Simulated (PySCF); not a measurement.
This script is equivalent to a calculation on Kr⁺ (krypton, charge +1).

```python
from pyscf import gto, scf, dft, mp, cc
import basis_set_exchange as bse
mol = gto.M(atom="Kr 0 0 0", charge=1, spin=1, symmetry="D2h",
            basis=gto.basis.parse(bse.get_basis("x2c-QZVPPall", elements=["Kr"], fmt="nwchem", augment_diffuse=1)),
            nucmod="G")
mf = dft.UKS(mol, xc="PBE0").sfx2c1e()
mf.irrep_nelec = {'Ag': (6, 6), 'B1g': (1, 1), 'B2g': (1, 1), 'B3g': (1, 1), 'B1u': (3, 3), 'B2u': (3, 3), 'B3u': (3, 2)}
mf.kernel()
```

(1) What total energy does it give?

(2) Which occupied shell lies highest, and where?

(3) What is ⟨S²⟩, and what would a pure spin state give?

## Answers

(1) -2789.308 hartree (calculated).

(2) 4p β, at -20.603 eV.

(3) 0.753, against 0.75.
